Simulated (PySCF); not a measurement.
Vertical excitations of a molecule CH10FNSi3 from TDA-CAM-B3LYP/def2-SVPD run with PySCF 2.14.0, as energy in eV (oscillator strength): 5.63 (0.006), 5.84 (0.061), 6.58 (0.015), 6.76 (0.013), 7.05 (0.007), 7.18 (0.031). Lowest triplet (TDA): 5.02 eV. Coordinates come from a PBE-D3(BJ)/def2-SVP optimisation. One conformer was computed; it need not be the lowest.

Identify the compound among the candidates.
A. FC[Si@H]([SiH3])N[SiH3]
B. C[SiH2][Si@@H](N)[SiH2]F
C. NC[Si@H](F)[SiH2][SiH3]
D. C[SiH2][Si@](N)(F)[SiH3]

B, C[SiH2][Si@@H](N)[SiH2]F
